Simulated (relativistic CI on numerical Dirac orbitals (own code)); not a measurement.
# Hyperfine structure of Tc, mass number 99

Computed by Dirac-Coulomb-Breit CI, KLI orbitals optimised for each configuration, model QED, valence Slater integrals scaled by 0.85, P86 correlation energy added to each configuration (own radial code, finite nucleus).

CI space (outside the closed core [Kr]): 4d5.5s2, 4d6.5s, 4d5.5s.5p, 4d6.5p, 4d7, 4d6.5d, 4d6.6s, 4d6.6p, 4d5.5s.6s, 4d5.5s.7s, 4d5.5s.6p, 4d4.5s2.5p, 4d4.5s2.7s, 4d5.5p2, 4d4.5p3. Double excitations out of closed p, d and f shells are left out; levels of such configurations are missing from the list, as are those of other unlisted configurations, and high levels can miss mixing partners. These lack a partner that the ground configuration has and come out too high: 4d4.5s2.7s.

Nuclear spin I = 9/2, μ = 5.678 μN, Q = -0.129 b (tables of Stone and Pyykkö). The electronic factors are computed for point nuclear moments, without core polarisation; leaving it out makes A of s and p electrons in near-neutral atoms 20 to 40 % too small, and it can dominate for d and f shells.

```tsv
Level	E (eV)	A (MHz)	B (MHz)
4d6.5s 6D_9/2	0.3582	1075	-75.3
4d6.5s 6D_7/2	0.4363	1019	-11.7
4d6.5s 6D_5/2	0.4894	1052	26.2
4d6.5s 6D_3/2	0.5252	1255	35.8
4d6.5s 6D_1/2	0.5460	2843	
4d5.5s.5p 8P°_5/2	1.3614	1455	-15.4
4d5.5s.5p 8P°_7/2	1.4139	1271	55.3
4d6.5s 4D_7/2	1.4802	-136.6	-66
```

Levels with J = 0, under 50 % of one LS term, or S terms without an open s electron are left out. Small factors come from cancelling terms and can be off by tens of per cent or more.

For a near-neutral ion this model can misplace configurations by up to about 10,000 cm⁻¹ (more where the count of f electrons changes) and terms by 10 to 25 % of their spread. Rates follow the energies as ν³ (E1, M1) or ν⁵ (E2), so they and the lifetimes can be off by large factors. The fine structure of a lone outer electron comes out too small, for d and f at times inverted, and misplaced configurations move strength between like terms. 30 of the 33 excited levels that our extract of the measured tables holds in this range could be paired (the sources list more); they are missed by 2624 cm⁻¹ on average and 5545 at most, and levels without a partner can miss by more.

**Question.** Give the hyperfine levels of 4d6.5s 6D_9/2 relative to its centre of gravity.

**Answer.** With K = F(F + 1) − I(I + 1) − J(J + 1), E = AK/2 + B[¾K(K + 1) − I(I + 1)J(J + 1)]/[2I(2I − 1)J(2J − 1)]: F = 0: -26640, F = 1: -25560, F = 2: -23400, F = 3: -20170, F = 4: -15860, F = 5: -10470, F = 6: -4015, F = 7: 3511, F = 8: 12100, F = 9: 21750 MHz.

LS names give the leading component of a level, which can be under half, so a name can repeat, a term be missing and a line seem to break the LS rules.
